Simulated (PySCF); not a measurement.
The numbers are results of PBE-D3(BJ)/def2-TZVP // B3LYP-D3(BJ)/def2-SVP run with PySCF 2.14.0, not measurements. Gas-phase values, no solvent. One relaxed conformer stands for a flexible species; it need not be the lowest. Excitations are Tamm–Dancoff values on a coarser integration grid. The basis has no diffuse functions, so Rydberg states are missing or too high.

Reference species (SMILES): `[SH][GeH2][SH]` (H–S–Ge–S torsion -140°, S–Ge–S–H torsion -140°) (neutral, multiplicity 1).

| Quantity | Result |
|---|---|
| S1 excitation (TDA) | 4.92 eV |
| T1 excitation (TDA) | 4.50 eV |
| LUMO | -1.41 eV |
| S1–T1 gap (TDA) | 0.42 eV |

Changed species: `[SH][GeH2][GeH2][GeH2][GeH2][GeH2][SH]` (n = 5; the reference has n = 1).

Task: Predict the effect on the S1 excitation (TDA), T1 excitation (TDA), LUMO and S1–T1 gap (TDA).

Result: the S1 excitation (TDA) decreases by 0.90 eV, to 4.02 eV; the T1 excitation (TDA) decreases by 0.80 eV, to 3.70 eV; the LUMO decreases by 0.69 eV, to -2.10 eV; the S1–T1 gap (TDA) falls by 0.10 eV, to 0.32 eV.
